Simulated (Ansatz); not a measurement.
Coupled-cluster run, C₂H₅BrN₂, SMILES `CNC(=N)Br`.

```yaml
crystal:
  periodic: [false, false, false]
  atoms:
    - {symbol: C, position_ang: [-0.759696, -1.096427, 0.391053]}
    - {symbol: N, position_ang: [-0.211754, 0.220118, 0.610563]}
    - {symbol: C, position_ang: [0.603667, 0.775395, -0.304298]}
    - {symbol: N, position_ang: [1.024926, 0.200079, -1.335563]}
    - {symbol: Br, position_ang: [1.068859, 2.600363, 0.202674]}
    - {symbol: H, position_ang: [-1.422911, -1.120481, -0.478919]}
    - {symbol: H, position_ang: [0.046348, -1.810975, 0.219114]}
    - {symbol: H, position_ang: [-1.316568, -1.392888, 1.279188]}
    - {symbol: H, position_ang: [-0.609678, 0.817971, 1.309644]}
    - {symbol: H, position_ang: [1.659906, 0.755846, -1.890655]}
basis:
  gaussian: {orbitals: def2-TZVPP}
correlation: {method: ccsd_t}
output: {orbitals: {seedname: orbitals}}
```

```sh
$ ansatz run in.yaml --threads 4 --pin off --events-out ev --progress --plain --max-ram 10444MiB
```

The program prints (abridged):

```
Functional definition: HF
1489 factors; integrals over basis functions are off by at most 8.1e-4 eV
mean field evaluation 1: about -75099.9416 eV, gradient 4.1e1 eV
mean field evaluation 2: about -75100.2058 eV, gradient 4.2e1 eV
mean field evaluation 4: about -75104.0191 eV, gradient 4.8e0 eV
mean field evaluation 8: about -75104.1100 eV, gradient 5.4e-1 eV
mean field evaluation 16: about -75104.1132 eV, gradient 1.9e-6 eV
mean field -75104.11315408 eV, -2760.0252510161 hartree, gradient 1.9e-6 eV, S^2 0.000000; 0 other end points of the search recorded, 0 dependent functions left out
13 core orbitals not correlated: weight in the atoms' cores, before any rotation towards them, 1.000 or more for the frozen orbitals, at most 0.000 for the correlated occupied ones
reference -75104.11315408 eV, -2760.0252510161 hartree; 20, 20 occupied and 209, 209 virtual orbitals, 1489 factors
second order -27.87016632 eV of doubles, -0.00000000 eV of singles
cycle   1  -27.67344147 eV  change    2.0e-1 eV  update   1.2e-1
cycle   2  -28.34700489 eV  change   -6.7e-1 eV  update   3.5e-2
cycle   3  -28.50066267 eV  change   -1.5e-1 eV  update   1.8e-2
cycle   4  -28.48489693 eV  change    1.6e-2 eV  update   4.7e-3
cycle   5  -28.48354582 eV  change    1.4e-3 eV  update   2.6e-3
cycle   6  -28.48484145 eV  change   -1.3e-3 eV  update   9.2e-4
cycle   7  -28.48430614 eV  change    5.4e-4 eV  update   4.5e-4
cycle   8  -28.48418352 eV  change    1.2e-4 eV  update   1.5e-4
cycle   9  -28.48425080 eV  change   -6.7e-5 eV  update   5.0e-5
cycle  10  -28.48423721 eV  change    1.4e-5 eV  update   2.0e-5
perturbative correction -1.23785607 eV, -0.0454903715 hartree
Total energy: -75133.83524736 eV, -2761.1175177980 hartree
```

Run time 3.3 min (4 threads of an Arm Neoverse V2 on a shared host); peak host memory 5.2 GiB.

Correlation energy per correlated electron: -0.743 eV. T1 diagnostic: 0.0114.
